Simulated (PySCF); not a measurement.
# Sb+: excitation energy

Sb+ [Kr] 4d10 5s2 5p2 (3P) → Sb+ [Kr] 4d10 5s2 5p1 6s1 (3P), as a difference of total energies. Computed with PySCF 2.14 in aug-cc-pwCVTZ-PP with ECP28MDF (8s7p6d4f1g, 96 functions), with scalar relativity through the core potential. Correlated levels: valence: 4s2 4p6 4d10 frozen; valence and next inner shell: nothing frozen outside the core potential. The calculations carry no spin-orbit coupling.

| method | excitation energy (eV) |
| --- | --- |
| UHF | 8.304 |
| LDA | 8.244 |
| PBE | 8.128 |
| PBE0 | 8.300 |
| TPSS | 8.283 |
| PW91 | 8.175 |
| HSE06 | 8.284 |
| MP2 (valence) | 8.360 |
| SCS-MP2 (valence) | 8.361 |
| MP2 (valence and next inner shell) | 8.407 |

Q: Estimate what r2SCAN gives.

A: 8.540 eV, closest to MP2 (valence and next inner shell) among the rows shown.

Q: Estimate what SCS-MP2 (valence and next inner shell) gives.

A: 8.375 eV, closest to SCS-MP2 (valence) among the rows shown.

Errors of the correlated levels include the incompleteness of this basis and the frozen core.

For comparison: 8.495 eV (measured; NIST levels, between the centres of gravity of the two terms).
